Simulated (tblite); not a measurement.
Task: What does the GFN2-xTB structure of `[Si](OC(C)C)(N)N` [radical] look like in three dimensions? (Doublet state.)

Result: 
```
atom  x, y, z in Å
C1    -1.4897   -0.8390   -1.5875
C2    -0.8523   -0.5235   -0.2366
C3    -1.8728    0.0653    0.7339
O4     0.1959    0.3720   -0.4550
Si5    1.3144    0.8698    0.6286
N6     1.8903   -0.4950    1.5319
N7     2.4853    1.5770   -0.4463
H8    -2.2838   -1.5713   -1.4684
H9    -0.7399   -1.2347   -2.2682
H10   -1.9029    0.0699   -2.0186
H11   -0.4470   -1.4489    0.1998
H12   -2.7065   -0.6185    0.8688
H13   -2.2437    1.0109    0.3456
H14   -1.3941    0.2461    1.6931
H15    2.5665   -0.3300    2.2602
H16    2.1843   -1.2950    0.9810
H17    3.1565    2.2197   -0.0601
H18    2.1306    1.9318   -1.3207
```

Orientation and origin are arbitrary. Atoms count from 1 in this order. Si5 (silicon bonded to 2 N and O) is pyramidal (angles 114.7°, 109.4° and 100.1°, sum 324.2°, 0.60 Å off the plane of its three neighbours). O4 (oxygen bonded to C and Si) is bent (angle 127.3°). Of the pairs four or more bonds apart, Si5···H14 is among the closest relative to their van der Waals radii: 2.98 Å, 90 % of the sum of Bondi's values. N6 (nitrogen bonded to Si and 2 H) is pyramidal (angles 118.1°, 115.7° and 109.1°, sum 342.8°, 0.29 Å off the plane of its three neighbours).

Bonds between heavy atoms (Å): C1–C2 1.527, C2–C3 1.526, C2–O4 1.396, O4–Si5 1.635, Si5–N6 1.735, Si5–N7 1.740.

Computed geometry: GFN2-xTB, gas phase. This method treats the open shell by occupation alone, without spin polarisation.

Point group: C1 (no symmetry element, even within 0.4 Å). Its GFN2-xTB frequencies are all real (lowest 22 cm⁻¹). Torsions: C1–C2–O4–Si5 -171°, C2–O4–Si5–N6 44°, O4–Si5–N6–H -178° and 50°, O4–Si5–N7–H 161° and 27°.

One conformer stands for the species.
